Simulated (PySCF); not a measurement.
Spinor energies of Au⁶⁵⁺ (gold, charge +65)

Start: [Ne] 3s2 3p2; 3p1/2 filled at m_j = -1/2, +1/2. Calculated with PySCF 2.14 in an uncontracted even-tempered set (17 s from 22 bohr⁻², ratio 2.4; 14 p from 29 bohr⁻², ratio 2.4; 4 d from 96 bohr⁻², ratio 2.6; 4 f from 140 bohr⁻², ratio 2.6): generalised Hartree-Fock with the X2C-1e Hamiltonian and a Gaussian nucleus; one run each with spin-orbit coupling (SO) switched off, then screened by Boettger's factors.

| spinor shell | electrons | ε, spin-free (eV) | ε, screened SO (eV) | weight of nominal j (screened SO) | rms radius, screened SO (bohr) |
| --- | --- | --- | --- | --- | --- |
| 1s1/2 | 2 | -86752.6 | -86703.5 | 1.000 | 0.0190 |
| 2s1/2 | 2 | -19777.4 | -19756.6 | 1.000 | 0.0758 |
| 2p1/2 | 2 | -17852.7 | -19207.4 | 1.000 | 0.0640 |
| 2p3/2 | 4 | -17852.7 | -17303.4 | 1.000 | 0.0717 |
| 3s1/2 | 2 | -7960.5 | -7952.3 | 1.000 | 0.182 |
| 3p1/2 | 2 | -7427.1 | -7766.2 | 1.000 | 0.172 |

| quantity | spin-free | screened SO |
| --- | --- | --- |
| E (hartree) | -13944.99722 | -13993.92044 |
| M_J | 0 | 0 |
| ⟨J²⟩ | 2.000 | 0.000 |
| ⟨L²⟩ | 2.000 | 1.358 |
| ⟨S²⟩ | 2.000 | 1.358 |

Breit and QED terms are absent; they matter most for the inner s and p1/2 levels.

Densities and radii are taken from the X2C orbitals without a picture-change correction, which distorts them close to the nucleus.

Without spin-orbit coupling the j labels of p, d and f shells carry no meaning; the spin-free column gives the mean over the occupied spinors of each nl shell.
